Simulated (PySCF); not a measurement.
Stepwise substitution at one centre (Ge CH3-OCH3). All species are isolated molecules in the gas phase. One relaxed conformer stands for each flexible species; it need not be the lowest. Strings in code marks are SMILES.

The HOMO from two functionals at the same geometries (B3LYP-D3(BJ)/def2-SVP), both in PySCF: PBE-D3(BJ)/def2-TZVP and B3LYP-D3(BJ)/def2-TZVP. B3LYP has the VWN-RPA correlation part, as in Gaussian. 

| species | PBE-D3(BJ)/def2-TZVP (eV) | B3LYP-D3(BJ)/def2-TZVP (eV) |
|---|---|---|
| 0 of 4 CH3 replaced by OCH3 | -6.82 | -7.85 |
| 1 of 4 CH3 replaced by OCH3 (`[CH3][Ge]([O]C)([CH3])[CH3]` (C–O–Ge–C torsion 60°)) | -5.69 | -6.99 |
| 2 of 4 CH3 replaced by OCH3 | -5.92 | -7.20 |
| 3 of 4 CH3 replaced by OCH3 (`C[O][Ge]([CH3])([O]C)[O]C`) | -6.11 | -7.46 |
| 4 of 4 CH3 replaced by OCH3 | -6.45 | -7.81 |

Over these rows, drawn at random from the members with no instability flagged (it was tested for open shells, ions and some series alone), PBE minus B3LYP-D3(BJ): mean +1.26 eV, from +1.03 eV to +1.37 eV.
